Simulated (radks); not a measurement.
Results of a calculation; reference values are marked as such.
Valence configurations of neutral vanadium (all share [Ar]). Code: a radial shooting solver on a logarithmic mesh with Libxc functionals. Model: scalar-relativistic Kohn-Sham, LDA (Slater exchange, Perdew-Wang correlation), spin-polarised, spherical densities, finite nucleus; open shells are filled with parallel spins first; Fermi nuclear charge, rms radius 3.6002 fm. Energies are relative to 3d3 4s2; eigenvalues in eV for spin up.

| valence | E (eV) | moment (Bohr magnetons) | e(3d) | e(4p) | e(4s) |
|---|---|---|---|---|---|
| 3d4 4s1 | -1.018 | 5 | -3.244 | - | -4.465 |
| 3d3.5 4s1.5 | -0.662 | 4 | -4.576 | - | -4.801 |
| 3d3 4s2 | 0.000 | 3 | -6.177 | - | -5.128 |
| 3d3 4s1.5 4p0.5 | 1.263 | 4 | -6.854 | -2.155 | -5.724 |
| 3d3 4s1 4p1 | 2.245 | 5 | -7.399 | -2.534 | -6.198 |
| 3d2.5 4s2 4p0.5 | 2.731 | 3 | -8.775 | -2.321 | -6.101 |
| 3d2.5 4s1.5 4p1 | 4.088 | 4 | -9.387 | -2.748 | -6.636 |
| 3d3 4p2 | 5.977 | 5 | -8.557 | -3.072 | - |
| 3d2 4s2 4p1 | 6.495 | 3 | -11.570 | -2.935 | -7.043 |
| 3d1 4s2 4p2 | 17.527 | 3 | -17.632 | -4.101 | -8.852 |

NIST lists [Ar] 3d3 4s2 as the ground configuration; this level of theory puts 3d4 4s1 lower, by 1.018 eV. The energies are those of spherical high-spin densities, not of single terms.
